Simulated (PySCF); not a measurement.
Mapped SMILES: `[CH:1]#[C:2][P:3]1(=[CH2:4])[CH2:5][CH2:6][O:7][CH2:8][CH2:9]1`. Each H is labelled by its parent atom.

Geometry: PBE0-D3(BJ)/def2-SVP; GIAO shifts from PySCF, gas phase, non-relativistic, averaged over equivalent atoms.

At PBE0/pcSseg-1 (215 basis functions, 46 s wall time on 1 thread of an Intel Xeon 6975P-C, shared host):
```tsv
atoms	δ (ppm)
C1	97.2
C2	81.0
C6/C8	67.3
C5/C9	39.4
C4	-6.9
P3	-48.5
O7	48.1
Ha(C6)/Ha(C8)	4.06
Hb(C6)/Hb(C8)	3.50
H(C1)	2.66
Ha(C5)/Hb(C9)	1.55
Hb(C5)/Ha(C9)	1.49
H(C4)	-0.04
```

References, each an isolated molecule treated in the same way: ¹³C (σ = 184.41 ppm) and ¹H (σ = 31.27 ppm) against TMS; ³¹P (σ = 310.13 ppm) against H3PO4; ¹⁷O (σ = 334.56 ppm) against H2O.

Predict the values at mPW1PW91/pcSseg-1 on the same geometry.

Answers


```tsv
atoms	δ at mPW1PW91/pcSseg-1	change
C1	96.9	-0.3
C2	80.5	-0.5
C6/C8	67.2	-0.1
C5/C9	39.3	-0.1
C4	-7.0	-0.1
P3	-47.3	+1.2
O7	46.9	-1.2
Ha(C6)/Ha(C8)	4.04	-0.02
Hb(C6)/Hb(C8)	3.50	+0.00
H(C1)	2.66	+0.00
Ha(C5)/Hb(C9)	1.55	+0.00
Hb(C5)/Ha(C9)	1.49	+0.00
H(C4)	-0.04	+0.00
```

Scale: ¹³C (σref 183.54), ¹H (σref 31.32) against TMS; ³¹P (σref 308.48) vs H3PO4; ¹⁷O (σref 333.30) vs H2O (reference shieldings calculated alike).

The largest change is at P3 (phosphorus bonded to 4 C, in a 6-membered ring). Cost: 215 basis functions, 44 s wall time on 1 thread of an Intel Xeon 6975P-C, shared host. The order of the carbon signals is the same at both levels.

The carbons averaged at δ 39.4 differ by 19 ppm in this conformer. Experimental scales use liquid or dissolved standards, which lie at an offset from isolated H2O (liquid H2O: subtract about 36 ppm) and H3PO4.
